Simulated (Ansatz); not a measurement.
Al₂B₅. Charge 0, multiplicity 2. Geometry PBE0-D4/def2-SVP, basis def2-TZVP, Ansatz.

```xyz
7

B    -0.777    1.042    0.360
B     0.113   -0.978   -0.921
B     1.270   -0.451    0.025
B     0.640    0.638    1.000
B    -1.238   -0.258   -0.468
Al   -0.523   -1.198    1.376
Al    0.516    1.205   -1.373
```

```json
{"run": "A", "HOMO (eV)": "-5.47", "LUMO (eV)": "-3.18"}
{"run": "B", "HOMO (eV)": "-6.56", "LUMO (eV)": "-0.45"}
{"run": "C", "HOMO (eV)": "-7.48", "LUMO (eV)": "-1.58"}
{"run": "D", "HOMO (eV)": "-4.62", "LUMO (eV)": "-3.76"}
{"run": "E", "HOMO (eV)": "-4.85", "LUMO (eV)": "-3.56"}
```

LC-ωPBE has ω = 0.4 bohr⁻¹. Another isomer (doublet) lies 0.50 eV lower at PBE0-D4/def2-TZVP; other spin states weren't run for this one.

HOMO and LUMO are taken over both spins.

The runs used HF, LC-ωPBE, PBE, PBE0, r2SCAN. Estimate which is which.

A PBE0 (25 % exact exchange); B HF (100 % exact exchange); C LC-ωPBE (range-separated); D PBE (0 % exact exchange); E r2SCAN (0 % exact exchange). Exact exchange lowers occupied and raises empty levels; among semilocal functionals meta-GGAs tend to open the gap a little, and such runs are hard to tell apart. The gap grows from 0.86 eV (PBE) to 6.11 eV (HF). At HF/def2-TZVP the charge 0 doublet is spin-contaminated (final ⟨S²⟩ up to 0.86, 0.75 for a pure state).
